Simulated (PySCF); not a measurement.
Two-component Hartree-Fock for I (iodine, neutral)

Start: [Kr] 4d10 5s2 5p5; 5p1/2 filled at m_j = -1/2, +1/2; 5p3/2 filled at m_j = -1/2, +1/2, +3/2. Calculated with PySCF 2.14 in x2c-TZVPPall-2c with one added diffuse shell each of s, p, d, f type (9s10p6d3f, 90 functions): generalised Hartree-Fock with the X2C-1e Hamiltonian and a Gaussian nucleus; spin-orbit coupling (SO) screened by Boettger's factors.

```tsv
spinor shell	electrons	ε, screened SO (eV)	weight of nominal j (screened SO)	rms radius, screened SO (bohr)
1s1/2	2	-33330.3	1.000	0.0311
2s1/2	2	-5248.9	1.000	0.127
2p1/2	2	-4912.8	1.000	0.109
2p3/2	4	-4611.3	1.000	0.115
3s1/2	2	-1102.0	1.000	0.334
3p1/2	2	-961.73	1.000	0.327
3p3/2	4	-903.21	1.000	0.338
3d3/2	4	-658.22	1.000	0.311
3d5/2	6	-646.16	1.000	0.314
4s1/2	2	-210.96	1.000	0.787
4p1/2	2	-159.77	1.000	0.826
4p3/2	4	-148.18	1.000	0.855
4d3/2	4	-63.751	0.998	0.988
5s1/2	2	-23.863	1.000	2.15
5p1/2	2	-11.778	0.907	2.59
5p3/2	3	-10.557	0.938	2.71
```

Q: Where does 4d5/2 lie, and what is the 4d spin-orbit splitting (screened SO)?

A: At -61.858 eV, 1.893 eV above 4d3/2.

```
   quantity  screened SO
E (hartree)  -7113.79936
        M_J          3/2
       ⟨J²⟩        3.765
       ⟨L²⟩        2.039
       ⟨S²⟩        0.781
```

Each row is a mean over spinors that exchange with the open shell spreads, by up to 2.391 eV (5s1/2).

Breit and QED terms are absent; they matter most for the inner s and p1/2 levels.

Densities and radii are taken from the X2C orbitals without a picture-change correction, which distorts them close to the nucleus.
